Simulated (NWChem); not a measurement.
# LaBrCl₂; SMILES [Cl][La]([Cl])[Br]

```xyz
4

La    -0.1406     0.4179     0.0000
Cl     0.1695     1.7085     2.2366
Cl     0.1695     1.7085    -2.2366
Br     0.0642    -2.3403     0.0000
```
Atoms are numbered in this order, from 1.

Program: NWChem. The geometry was optimised at PBE0/def2-SVP. def2 effective core potentials on La; no spin-orbit coupling. B3LYP is NWChem's, with the RPA form of VWN correlation. Vertical excitations in the gas phase; the lowest state need not have the same character in each row.

Task: Among these, which level gives the lowest value of “lowest excitation, singlet (eV)”?
A) PBE/def2-SVP, TDA
B) BHandHLYP/def2-SVP, TDA
C) B3LYP/def2-SVP, TDA

Result: A, PBE/def2-SVP, TDA. Values: PBE/def2-SVP, TDA 3.50; B3LYP/def2-SVP, TDA 3.93; BHandHLYP/def2-SVP, TDA 4.77
